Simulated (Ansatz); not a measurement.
**Relaxing a trial structure of CH3F3OSi**

The starting geometry of this gas-phase singlet was optimised with GFN2-xTB; its bonds are those of `FCO[SiH](F)F`.

```xyz
9

C    -0.9276    1.6531   -2.5950
F    -1.7879    0.9948   -3.4219
F    -2.3126   -0.9559   -0.8409
F    -1.9069    1.0151    0.5822
O    -0.4618    0.8210   -1.6116
Si   -1.1390    0.0160   -0.3947
H    -1.4795    2.5084   -2.1813
H    -0.0792    1.9823   -3.2087
H    -0.0380   -0.6560    0.2197
```

Question: Predict what becomes of its bonds when it is optimised with r2SCAN-D4/def2-SVP.

Answer: It keeps its bonds, and is `FCO[SiH](F)F`.

The energy falls by 0.13 eV over 15 steps:

| step | E − E(last) (eV) |
| --- | --- |
| 1 | 0.128 |
| 3 | 0.032 |
| 4 | 0.022 |
| 6 | 0.007 |
| 7 | 0.003 |
| 9 | 0.001 |
| 10 | 0.000 |
| 12 | 0.000 |
| 13 | 0.000 |
| 15 | 0.000 |

Final geometry (Å):

```yaml
atoms:
  - { symbol: C, position_ang: [-0.9069, 1.6784, -2.5562] }
  - { symbol: F, position_ang: [-2.1150, 1.2134, -3.0079] }
  - { symbol: F, position_ang: [-2.0293, -1.2252, -1.0090] }
  - { symbol: F, position_ang: [-2.1455, 1.0318, 0.2422] }
  - { symbol: O, position_ang: [-0.3436, 0.7618, -1.6804] }
  - { symbol: Si, position_ang: [-1.1374, -0.0086, -0.4605] }
  - { symbol: H, position_ang: [-1.0851, 2.6463, -2.0531] }
  - { symbol: H, position_ang: [-0.2281, 1.7948, -3.4168] }
  - { symbol: H, position_ang: [-0.1417, -0.5138, 0.4895] }
```

Frequencies at the end are all real (lowest 46 cm⁻¹). Run with Ansatz 0.2.0, 19 s on 2 threads of Intel(R) Xeon(R) 6975P-C (Granite Rapids), with other jobs on the host.
